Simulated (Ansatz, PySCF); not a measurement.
Gas-phase reaction (SMILES): [Cl][Al]([Br])[Br] + Cl (HCl) → [Cl][Al]([Cl])[Br] + Br (HBr); hydrogen chloride cleaves one Al-Br bond, a model of a ligand-exchange step.

Each molecule is optimised on its own at B3LYP-D3(BJ)/def2-TZVP (Ansatz, a quantum-chemistry and plane-wave program). Valence correlation only, unless marked. No spin-orbit coupling. The frozen core is the preceding noble-gas configuration, with the filled d and f shells of earlier blocks. Non-relativistic. CBS marks a two-point X^-3 extrapolation of the correlation energy; Hartree-Fock from the larger set. Thermal terms are rigid-rotor harmonic-oscillator values from B3LYP-D3(BJ) frequencies (Ansatz or PySCF) at 298.15 K and 1 atm. 1 Eh = 627.5095 kcal/mol.

```json
[
 {"species": "[Cl][Al]([Br])[Br]", "E, CCSD(T)/CBS(def2-TZVPPD,def2-QZVPPD) (Ansatz) (Eh)": "-5847.36549", "E, r2SCAN-D4/def2-TZVPD (Ansatz + dftd4) (Eh)": "-5851.09438", "H - E (Eh)": "0.01065"},
 {"species": "Cl (HCl)", "E, CCSD(T)/CBS(def2-TZVPPD,def2-QZVPPD) (Ansatz) (Eh)": "-460.37886", "E, r2SCAN-D4/def2-TZVPD (Ansatz + dftd4) (Eh)": "-460.78611", "H - E (Eh)": "0.01000"},
 {"species": "[Cl][Al]([Cl])[Br]", "E, CCSD(T)/CBS(def2-TZVPPD,def2-QZVPPD) (Ansatz) (Eh)": "-3734.46168", "E, r2SCAN-D4/def2-TZVPD (Ansatz + dftd4) (Eh)": "-3737.13939", "H - E (Eh)": "0.01085"},
 {"species": "Br (HBr)", "E, CCSD(T)/CBS(def2-TZVPPD,def2-QZVPPD) (Ansatz) (Eh)": "-2573.28305", "E, r2SCAN-D4/def2-TZVPD (Ansatz + dftd4) (Eh)": "-2574.74145", "H - E (Eh)": "0.00927"}
]
```

**Question.** Work out ΔE and ΔH at 298.15 K at the first level, then ΔH at the second.

**Answer.** 
1. ΔE = [(-3734.46168) + (-2573.28305)] - [(-5847.36549) + (-460.37886)] = -0.00038 Eh = -0.2 kcal/mol at CCSD(T)/CBS(def2-TZVPPD,def2-QZVPPD).
2. The terms H - E add up to -0.00053 Eh, so ΔH = (-0.00038 + (-0.00053))×627.5095 = -0.6 kcal/mol.
3. At r2SCAN-D4/def2-TZVPD the same steps give ΔE = -0.2 and ΔH = -0.6 kcal/mol, a shift of +0.0 from the first level.
4. These values are not checked against measurement here, since the tables used lack a sound gas-phase enthalpy of formation for at least one species.
